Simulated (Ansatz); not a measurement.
Reaction (redistribution): `FB([SiH3])C[SiH3]` + `N[Si](N)(O)O` → `NB([SiH3])C[SiH3]` + `N[Si](O)(O)F`

Gas-phase electronic energies from Ansatz, PBE0-D4/def2-TZVP geometries. CCSD(T)/CBS is the MP2 limit (def2-TZVPP, def2-QZVPP) plus CCSD(T) − MP2 in def2-TZVPP, frozen cores. DFT in def2-TZVPP. Each species was taken in one conformer, which may not be the lowest.

```csv
level,ΔE (kJ/mol)
r2SCAN,-87.5
MP2/def2-TZVPP,-91.8
SCS-MP2/def2-QZVPP,-90.4
CCSD/CBS(def2),-88.8
```

(1) What does CCSD(T)/CBS give? (Estimate.)

Largest T1 diagnostic among the species: 0.013.

Results:

(1) Ansatz gave: -89.6 kJ/mol. The listed levels differ from it by 2.1, -2.2, -0.8, 0.8 kJ/mol.

In def2-TZVPP, CCSD(T) changes the Hartree–Fock value by −6.5 kJ/mol (the triples alone add −0.8 kJ/mol) and MP2 by −8.9 kJ/mol.
